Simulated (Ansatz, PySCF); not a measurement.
Here is a job for PySCF.
```python
from pyscf import gto, scf, mp

mol = gto.Mole()
mol.atom = '''
    Al   -1.403979   -0.718322   -0.459460
    H    -2.218074   -1.383080    0.642568
    H    -1.671128   -0.579951   -1.954165
    C    -0.610684    1.910747    0.470174
    C     0.530314    1.196937   -0.235627
    N     0.468762   -0.262524   -0.002141
    C     1.446006   -0.935581   -0.870466
    C     0.696851   -0.608865    1.406109
    H    -1.567956    1.393170    0.247047
    H    -0.481918    1.950668    1.549047
    H    -0.699516    2.931659    0.105200
    H     0.434976    1.354635   -1.318247
    H     1.498764    1.595773    0.084394
    H     1.182593   -0.764447   -1.918277
    H     1.428179   -2.009987   -0.684879
    H     2.457067   -0.563115   -0.691799
    H     1.631035   -0.182195    1.777245
    H    -0.136525   -0.251240    2.019805
    H     0.737967   -1.695456    1.508890
'''
mol.basis = 'sto-3g'
mol.charge = 1
mol.spin = 0
mol.verbose = 4
mol.build()

mf = scf.RHF(mol)
mf.kernel()

pt = mp.MP2(mf, frozen=10)
pt.kernel()
print('E(MP2) = %.10f' % pt.e_tot)
```

Question: Convert this to an input for Ansatz (a first-principles code).

Answer: Several could match; the one computed here: 
Ansatz 0.2 input:
```yaml
crystal:
  periodic: [false, false, false]
  atoms:
    - {symbol: Al, position_ang: [-1.40397890, -0.71832228, -0.45946005]}
    - {symbol: H, position_ang: [-2.21807388, -1.38307979, 0.64256811]}
    - {symbol: H, position_ang: [-1.67112782, -0.57995054, -1.95416474]}
    - {symbol: C, position_ang: [-0.61068351, 1.91074676, 0.47017436]}
    - {symbol: C, position_ang: [0.53031389, 1.19693653, -0.23562742]}
    - {symbol: N, position_ang: [0.46876232, -0.26252383, -0.00214089]}
    - {symbol: C, position_ang: [1.44600606, -0.93558142, -0.87046584]}
    - {symbol: C, position_ang: [0.69685116, -0.60886488, 1.40610853]}
    - {symbol: H, position_ang: [-1.56795622, 1.39317005, 0.24704715]}
    - {symbol: H, position_ang: [-0.48191805, 1.95066816, 1.54904706]}
    - {symbol: H, position_ang: [-0.69951582, 2.93165926, 0.10520031]}
    - {symbol: H, position_ang: [0.43497589, 1.35463536, -1.31824661]}
    - {symbol: H, position_ang: [1.49876398, 1.59577289, 0.08439351]}
    - {symbol: H, position_ang: [1.18259267, -0.76444737, -1.91827693]}
    - {symbol: H, position_ang: [1.42817862, -2.00998747, -0.68487893]}
    - {symbol: H, position_ang: [2.45706737, -0.56311506, -0.69179899]}
    - {symbol: H, position_ang: [1.63103514, -0.18219451, 1.77724489]}
    - {symbol: H, position_ang: [-0.13652487, -0.25124016, 2.01980485]}
    - {symbol: H, position_ang: [0.73796665, -1.69545607, 1.50888953]}
basis:
  gaussian:
    orbitals: STO-3G
total_charge: 1
magnetization: {spin_polarized: false}
correlation: {method: mp2, electrons: outside_noble_gas}
accuracy: high
```

Both were run: PySCF gave -450.168013 Eh and Ansatz -450.168013 Eh, 0.000 mEh apart.
